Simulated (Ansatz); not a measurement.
Computed with Ansatz on PBE0-D4/def2-TZVP structures; ΔE is electronic, products minus reactants. CCSD(T)/CBS is the MP2 limit (def2-TZVPP, def2-QZVPP) plus CCSD(T) − MP2 in def2-TZVPP, frozen cores. Functionals use def2-TZVPP. Elements past krypton have def2 core potentials. For Ge, I, Ti outer-core shells are correlated without core-valence functions, which leaves a few kJ/mol of doubt a bond. Scalar relativity is left out up to krypton.

`[CH3][Ge]([F])([F])[F]` + `[F][Ti]([F])([Cl])[I]` → `[F][Ge]([F])([F])[I]` + `[CH3][Ti]([F])([F])[Cl]`  (redistribution)

| species | revPBE energy (Eh) |
| --- | --- |
| `[CH3][Ge]([F])([F])[F]` | -2416.45326 |
| `[F][Ti]([F])([Cl])[I]` | -1807.25318 |
| `[F][Ge]([F])([F])[I]` | -2674.30861 |
| `[CH3][Ti]([F])([F])[Cl]` | -1549.35847 |

Question: Work out ΔE.

Answer: ΔE = (-2674.30861) + (-1549.35847) − (-2416.45326) − (-1807.25318) = 0.03936 Eh = +24.7 kcal/mol. CCSD(T)/CBS gives +23.9 kcal/mol.

Largest T1 diagnostic among the species: 0.023, so the coupled-cluster value is less sure than usual.

From PBE to PBE0 (25 % exact exchange), in def2-TZVPP and without D4, ΔE moves by −1.3 kcal/mol. At CCSD(T), def2-SVP lies +2.9 kcal/mol from the extrapolated value and def2-TZVPP +1.6 kcal/mol.
